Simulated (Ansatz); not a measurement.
Reaction: CH6OSi (methoxysilane, SMILES CO[SiH3]) → CH5OSi (SMILES CO[SiH2], doublet) + H (doublet) (the H-Si bond breaks)
Each species at its own B3LYP-D3(BJ)/def2-TZVP minimum (Ansatz, a first-principles code).

Total energies in hartree (Ansatz). Open shells are spin-unrestricted; no spin-orbit coupling. Cores are frozen in correlated methods. No relativity. Where a partner has so few electrons that a lower coupled-cluster level is exact, that level stands in.

| species | HF/cc-pV(T+d)Z | CCSD(T)/cc-pV(T+d)Z | HF/cc-pV(Q+d)Z | CCSD(T)/cc-pV(Q+d)Z | CCSD(T)/cc-pV(D+d)Z | CCSDT(Q)/cc-pV(D+d)Z |
|---|---|---|---|---|---|---|
| 1: CH6OSi (methoxysilane, SMILES CO[SiH3]) | -405.24271 | -405.84373 | -405.25597 | -405.89319 | -405.67372 | -405.67543 |
| 2: CH5OSi (SMILES CO[SiH2], doublet) | -404.61863 | -405.19033 | -404.63171 | -405.23825 | -405.02517 | -405.02701 |
| 3: H (doublet) | -0.49981 | -0.49981 | -0.49995 | -0.49995 | -0.49928 | -0.49928 |

### Question
Work out the bond dissociation energy (electronic) in kJ/mol: take Hartree-Fock from cc-pV(Q+d)Z, extrapolate the CCSD(T) correlation energy as X^-3 (X = 3, 4), and add CCSDT(Q) - CCSD(T) in cc-pV(D+d)Z. 1 hartree = 2625.5 kJ/mol.

### Answer

Species 1: correlation (64·(-0.63722) - 27·(-0.60102))/37 = -0.66364; step -0.00171; E1 = -405.25597 + (-0.66364) + (-0.00171) = -405.92132
Species 2: correlation (64·(-0.60654) - 27·(-0.57170))/37 = -0.63196; step -0.00184; E2 = -404.63171 + (-0.63196) + (-0.00184) = -405.26551
Species 3: correlation (64·(0.00000) - 27·(0.00000))/37 = 0.00000; step +0.00000; E3 = -0.49995 + (0.00000) + (+0.00000) = -0.49995
-1·E1 +1·E2 +1·E3 = 0.15586 hartree = 409.2 kJ/mol.
